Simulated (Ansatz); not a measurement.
Ansatz (a program for electronic structure) input (HF/3-21G): The .json file is the Basis Set Exchange's 3-21G.

Ansatz 0.2 input:
```yaml
crystal:
  periodic: [false, false, false]
  atoms:
    - {symbol: P, position_ang: [-1.02027206, -0.47127800, -0.05348212]}
    - {symbol: P, position_ang: [1.02027508, 0.47110689, 0.05491295]}
    - {symbol: H, position_ang: [-1.51764144, 0.25666815, 1.06041507]}
    - {symbol: H, position_ang: [-1.51478581, 0.48948324, -0.97567300]}
    - {symbol: H, position_ang: [1.52191029, -0.49872576, 0.96366793]}
    - {symbol: H, position_ang: [1.51047169, -0.24485897, -1.06987245]}
basis:
  gaussian:
    orbitals: 3-21G.json
hamiltonian:
  xc: {name: HF}
relax: {f_tol: 0.003, max_steps: 120}
```

From the last part of the output:

```
these checks for a lower state are left out or cut short: starts, cluster_reference, orbital_swaps, neighbouring_geometries, increment
integrals: 0.00 GiB planned
390 factors; integrals over basis functions are off by at most 3.7e-4 eV
mean field: 0.06 GiB planned
mean field -18511.25789712 eV, -680.2761803381 hartree, gradient 1.3e-5 eV, S^2 0.000000; 0 other end points of the search recorded, 0 dependent functions left out
the calculation of the forces begins
reference -18511.25789712 eV, -680.2761803381 hartree; 17, 17 occupied and 17, 17 virtual orbitals, 390 factors
relax step   5: F+E_penalty+E_count = -18511.25789712 eV  Δ(F+E_penalty+E_count) = -2.302e-4 eV  max|allowed force component| = 4.784e-3 eV/Å  Δτ_max = 0.0030 Å  (23 SCF iters, accepted)
these checks for a lower state are left out or cut short: starts, cluster_reference, orbital_swaps, neighbouring_geometries, increment
integrals: 0.00 GiB planned
390 factors; integrals over basis functions are off by at most 3.7e-4 eV
mean field: 0.06 GiB planned
mean field -18511.25789854 eV, -680.2761803902 hartree, gradient 2.3e-5 eV, S^2 0.000000; 0 other end points of the search recorded, 0 dependent functions left out
the calculation of the forces begins
reference -18511.25789854 eV, -680.2761803902 hartree; 17, 17 occupied and 17, 17 virtual orbitals, 390 factors
relax step   6: F+E_penalty+E_count = -18511.25789854 eV  Δ(F+E_penalty+E_count) = -1.420e-6 eV  max|allowed force component| = 7.910e-4 eV/Å  Δτ_max = 0.0002 Å  (15 SCF iters, accepted)
integrals: 0.00 GiB planned
390 factors; integrals over basis functions are off by at most 3.7e-4 eV
mean field: 0.06 GiB planned
mean field -18511.25789854 eV, -680.2761803902 hartree, gradient 2.3e-5 eV, S^2 0.000000; 1 other end points of the search recorded, 0 dependent functions left out
the calculation of the forces begins
reference -18511.25789854 eV, -680.2761803902 hartree; 17, 17 occupied and 17, 17 virtual orbitals, 390 factors
Total energy: -18511.25789854 eV, -680.2761803902 hartree
Atom 0 at    -1.094249    -0.459421    -0.052306 Å, force     0.000790    -0.000098    -0.000132 eV/Å
Atom 1 at     1.094250     0.459344     0.052953 Å, force    -0.000791     0.000126    -0.000102 eV/Å
Atom 2 at    -1.574861     0.251473     1.081658 Å, force    -0.000467     0.000183    -0.000364 eV/Å
Atom 3 at    -1.573743     0.489369    -0.996909 Å, force    -0.000528     0.000345     0.000548 eV/Å
Atom 4 at     1.579221    -0.498658     0.985299 Å, force     0.000466    -0.000092    -0.000399 eV/Å
Atom 5 at     1.569340    -0.239711    -1.090727 Å, force     0.000530    -0.000465     0.000449 eV/Å
Dipole moment:    -0.000005     0.000276    -0.002306 e Å
```
